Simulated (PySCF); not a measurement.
The numbers are results of TPSSh-D3(BJ)/def2-TZVP // B3LYP-D3(BJ)/def2-TZVP (PySCF 2.14.0), not measurements. All species are isolated molecules in the gas phase. One relaxed conformer stands for a flexible species; it need not be the lowest. Delta-SCF ions had no search for a lower state. Excitations are Tamm–Dancoff values on a coarser integration grid. The basis has no diffuse functions, so Rydberg states are missing or too high.

Reference species (SMILES): `C(N)=C` (neutral, multiplicity 1).

```json
{
 "HOMO": "-5.32 eV",
 "S1–T1 gap (TDA)": "1.58 eV",
 "vertical ionisation energy (Delta-SCF)": "8.23 eV",
 "brightest of the four lowest singlets (TDA)": "7.06 eV"
}
```

After one change: the HOMO decreases by 2.03 eV; the S1–T1 gap (TDA) increases by 0.98 eV; the vertical ionisation energy (Delta-SCF) rises by 1.83 eV; the brightest of the four lowest singlets (TDA) increases by 0.43 eV.

Q: Which change was made? The new species is one of these.
A) `C#CC=C`
B) `C=CO` (C–C–O–H torsion 180°)
C) `C=C[SiH3]`
D) `C=CC1CC1` (C–C–C–C torsion 145°)

A: C, `C=C[SiH3]`
